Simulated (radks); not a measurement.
The numbers below are computed, except where a source is named.
Eu56+, configuration [He] 2s2 2p3 (the NIST ground configuration).

Code: a radial shooting solver on a logarithmic mesh with Libxc functionals. Model: Dirac Kohn-Sham, relativistic LDA (MacDonald-Vosko exchange, VWN5 correlation), spin-unpolarised, spherical densities, finite nucleus; open shells fill j = l - 1/2 first; Fermi nuclear charge, rms radius 5.1115 fm.

Energy parts (hartree):
part                       energy
total                  -6522.5234
kinetic                 7312.4563
electron-nucleus      -14144.1913
Hartree                  372.1314
exchange-correlation     -62.9197

Orbitals (lengths in bohr, moments of r in powers of bohr; r(90%) holds 90 % of the orbital's charge):
orbital  occ.  eigenvalue (hartree)  <1/r>  r(90%)
1s1/2       2             -1957.824  70.03  0.0404
2s1/2       2             -460.3606  17.32   0.142
2p1/2       2             -451.3372  17.24   0.125
2p3/2       1             -425.6052  15.34   0.133
3s1/2       0             -194.8002  7.282   0.313
3p1/2       0             -191.8137  7.237   0.299
3p3/2       0             -184.5300  6.698   0.310

The highest occupied level is 2p3/2 at -11581.3 eV. Summed over all electrons, <r^2> = 0.04362 bohr^2, which gives a Langevin (diamagnetic) susceptibility term of -0.0345 x 10^-6 cm^3/mol. The electron density at the nucleus is 5.601e+05 e/bohr^3. The density falls to 0.001 e/bohr^3 at r = 0.35 bohr. For comparison, the ionisation energy in NIST's Atomic Spectra Database is 11739 eV (theoretical). In exact Kohn-Sham theory the highest level is minus the ionisation energy, but local and semilocal functionals leave it too shallow, through self-interaction and a potential that decays too fast; potentials with the right tail come closer.

Beside tabulated values, note that spin-unpolarised runs miss the spin-polarisation part of the exchange energy of open shells.
